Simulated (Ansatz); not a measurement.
This geometry of a periodic cell of 63 atoms, GaSi62 (host Si, host structure diamond, dopant Ga, one Si atom removed) is a first-order saddle point.

The calculation used Ansatz, DFT LDA, scalar-relativistic, plane waves, PAW. Settings: PAW set soft_1, cutoff 420 eV, k mesh 1x1x1, gaussian smearing 0.05 eV, spin collinear.

```xyz
63
Lattice="10.8600 0.0000 0.0000 0.0000 10.8600 0.0000 0.0000 0.0000 10.8600" Properties=species:S:1:pos:R:3
Ga 4.789 0.700 -0.687
Si 6.658 1.403 1.225
Si 8.157 2.732 -0.003
Si 9.516 4.081 1.380
Si 8.057 0.035 2.626
Si 9.489 1.351 4.051
Si -0.001 -0.001 -0.001
Si 1.357 1.351 1.367
Si 2.840 2.590 0.036
Si 4.082 4.073 1.373
Si 5.434 5.428 -0.002
Si 6.771 6.819 1.336
Si 8.061 8.225 -0.036
Si 9.467 9.519 1.338
Si 2.709 0.003 2.718
Si 4.079 1.355 4.075
Si 5.433 2.727 2.725
Si 6.808 4.086 4.076
Si 8.136 5.461 2.701
Si 9.507 6.787 4.071
Si 5.435 0.000 5.428
Si 6.810 1.354 6.776
Si 8.164 2.731 5.422
Si 9.540 4.057 6.801
Si 8.155 0.002 8.127
Si 9.506 1.355 9.503
Si 0.018 5.416 -0.001
Si 1.348 6.788 1.370
Si 2.710 8.140 -0.005
Si 4.047 9.610 1.247
Si 0.007 2.724 2.731
Si 1.376 4.057 4.105
Si 2.699 5.433 2.725
Si 4.076 6.793 4.065
Si 5.402 8.211 2.645
Si 6.770 9.521 4.037
Si 0.014 -0.003 5.439
Si 1.433 1.322 6.863
Si 2.739 2.692 5.467
Si 4.115 3.975 6.881
Si 5.429 5.407 5.452
Si 6.805 6.785 6.771
Si 8.136 8.157 5.397
Si 9.514 9.477 6.777
Si 2.833 -0.035 8.261
Si 5.486 2.577 8.280
Si 6.811 4.081 9.504
Si 8.162 5.437 8.123
Si 9.492 6.803 9.504
Si -0.027 8.157 2.701
Si 1.349 9.485 4.072
Si 0.007 5.428 5.431
Si 1.377 6.754 6.801
Si 2.701 8.131 5.427
Si 4.082 9.487 6.785
Si 0.037 2.691 8.166
Si 1.438 3.989 9.537
Si 2.739 5.389 8.165
Si 4.078 6.780 9.502
Si 5.432 8.135 8.133
Si 6.662 9.627 9.460
Si 0.008 8.128 8.133
Si 1.358 9.492 9.507
```

Which two structures does it join? (They come from a converged band through this point; their orientation in space is the band's.)

Contacts lost: Ga1–Si2, Ga1–Si30, Ga1–Si61. Contacts made: Ga1–Si9, Ga1–Si45, Ga1–Si46. The atom that moves furthest is Ga1, by 2.57 Å; four of its nearest neighbours are Si30 2.37, Si2 2.37, Si61 2.37, Si35 3.71 Å at the first end and Si45 2.38, Si46 2.38, Si9 2.38, Si57 3.74 Å at the last.

First end point:

```xyz
63
Lattice="10.8600 0.0000 0.0000 0.0000 10.8600 0.0000 0.0000 0.0000 10.8600" Properties=species:S:1:pos:R:3
Ga 5.514 -0.081 0.079
Si 6.806 1.431 1.367
Si 8.176 2.732 0.002
Si 9.527 4.086 1.355
Si 8.139 0.006 2.699
Si 9.512 1.361 4.071
Si 0.001 0.000 -0.005
Si 1.376 1.332 1.352
Si 2.732 2.702 0.010
Si 4.103 4.059 1.351
Si 5.434 5.434 -0.006
Si 6.789 6.792 1.348
Si 8.137 8.158 -0.011
Si 9.502 9.506 1.349
Si 2.702 -0.007 2.738
Si 4.081 1.354 4.073
Si 5.442 2.733 2.737
Si 6.796 4.086 4.088
Si 8.147 5.437 2.707
Si 9.507 6.788 4.067
Si 5.434 0.001 5.421
Si 6.792 1.332 6.796
Si 8.148 2.729 5.437
Si 9.525 4.063 6.792
Si 8.176 -0.008 8.123
Si 9.513 1.353 9.501
Si 0.005 5.429 -0.009
Si 1.349 6.767 1.355
Si 2.702 8.118 0.002
Si 4.003 9.488 1.367
Si 0.017 2.730 2.707
Si 1.372 4.064 4.085
Si 2.706 5.418 2.708
Si 4.076 6.785 4.071
Si 5.430 8.157 2.698
Si 6.789 9.507 4.063
Si 0.006 0.004 5.426
Si 1.390 1.346 6.811
Si 2.730 2.704 5.439
Si 4.088 4.046 6.810
Si 5.431 5.428 5.427
Si 6.796 6.767 6.769
Si 8.147 8.148 5.418
Si 9.527 9.500 6.769
Si 2.734 -0.013 8.155
Si 5.452 2.704 8.151
Si 6.792 4.060 9.523
Si 8.148 5.418 8.126
Si 9.510 6.786 9.494
Si -0.001 8.148 2.707
Si 1.349 9.499 4.088
Si 0.002 5.432 5.423
Si 1.372 6.770 6.792
Si 2.706 8.147 5.438
Si 4.103 9.505 6.797
Si 0.019 2.704 8.151
Si 1.390 4.046 9.509
Si 2.731 5.416 8.152
Si 4.082 6.783 9.501
Si 5.443 8.119 8.122
Si 6.804 9.491 9.425
Si 0.018 8.148 8.125
Si 1.376 9.504 9.523
```

Last end point:

```xyz
63
Lattice="10.8600 0.0000 0.0000 0.0000 10.8600 0.0000 0.0000 0.0000 10.8600" Properties=species:S:1:pos:R:3
Ga 4.026 1.404 -1.404
Si 6.771 1.367 1.341
Si 8.136 2.712 -0.020
Si 9.496 4.067 1.376
Si 8.120 0.009 2.690
Si 9.505 1.351 4.075
Si -0.003 0.001 -0.001
Si 1.333 1.361 1.380
Si 2.712 2.718 0.080
Si 4.069 4.097 1.380
Si 5.429 5.433 -0.001
Si 6.780 6.798 1.350
Si 8.120 8.170 -0.009
Si 9.492 9.510 1.350
Si 2.718 0.020 2.706
Si 4.076 1.354 4.078
Si 5.410 2.712 2.706
Si 6.806 4.067 4.066
Si 8.139 5.444 2.709
Si 9.509 6.781 4.079
Si 5.429 0.001 5.427
Si 6.810 1.361 6.763
Si 8.164 2.715 5.415
Si 9.516 4.066 6.794
Si 8.136 0.020 8.148
Si 9.508 1.354 9.506
Si 0.004 5.426 0.006
Si 1.363 6.794 1.376
Si 2.718 8.154 -0.020
Si 4.063 9.519 1.341
Si -0.015 2.715 2.734
Si 1.364 4.066 4.086
Si 2.715 5.445 2.734
Si 4.079 6.785 4.075
Si 5.421 8.170 2.690
Si 6.780 9.510 4.062
Si 0.004 -0.006 5.434
Si 1.379 1.347 6.809
Si 2.724 2.706 5.441
Si 4.083 4.051 6.809
Si 5.436 5.426 5.434
Si 6.806 6.794 6.793
Si 8.139 8.151 5.416
Si 9.496 9.484 6.793
Si 2.712 -0.080 8.142
Si 5.510 2.718 8.142
Si 6.810 4.097 9.499
Si 8.164 5.445 8.145
Si 9.505 6.785 9.509
Si -0.014 8.151 2.709
Si 1.363 9.484 4.066
Si 0.004 5.426 5.434
Si 1.364 6.774 6.794
Si 2.715 8.126 5.415
Si 4.069 9.480 6.763
Si 0.011 2.706 8.154
Si 1.379 4.051 9.513
Si 2.724 5.419 8.154
Si 4.076 6.782 9.506
Si 5.410 8.154 8.148
Si 6.771 9.519 9.493
Si -0.015 8.126 8.145
Si 1.333 9.480 9.499
```

How far does it lie above each of them?

0.279 eV above the first and 0.278 eV above the second. This is the barrier of this one path; another mechanism may lie lower. Limits of this set-up: coarse k mesh, PAW files made for another functional.

Time of the run: 4.8 min on 4 threads of Arm Neoverse V2, with other jobs on the host, peak memory 4.4 GiB.
